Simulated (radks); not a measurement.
Charge is removed step by step from the 3p down level of Ir55+, starting from [Ne] 3s2 3p(up 3, down 3) 3d4. Method: scalar-relativistic Kohn-Sham, SCAN, spin-polarised, spherical densities, finite nucleus; open shells are filled with parallel spins first (spin-orbit coupling, left out, can overturn this in heavy ions); meta-GGA in the generalised Kohn-Sham scheme; Fermi nuclear charge, rms radius 5.4032 fm; computed with a radial shooting solver on a logarithmic mesh with Libxc functionals.

removed (e)  E - E(0) (eV)  eigenvalue (eV)  E minus straight line (eV)
0                    0.000          -5828.9                       0.000
0.125               729.07          -5843.9                      -6.536
0.25                1460.0          -5858.9                     -11.180
0.375               2192.8          -5873.8                     -13.992
0.5                 2927.5          -5888.8                     -14.887
0.625               3664.1          -5903.7                     -13.929
0.75                4402.4          -5918.6                     -11.176
0.875               5142.8          -5933.5                      -6.454
1                   5884.8          -5948.3                       0.000

Removing the whole electron costs 5884.8 eV by Delta-SCF, against 5828.9 eV from minus the eigenvalue at the starting occupation. Slater's transition state (half an electron removed) gives 5888.8 eV. Integrating minus the eigenvalue over the occupation (Janak's theorem) gives 5888.7 eV. In this scalar-relativistic scheme the density is built from large components alone, so the theorem holds only approximately. The mean slope of the eigenvalue, de/dn, is 119 eV per electron.
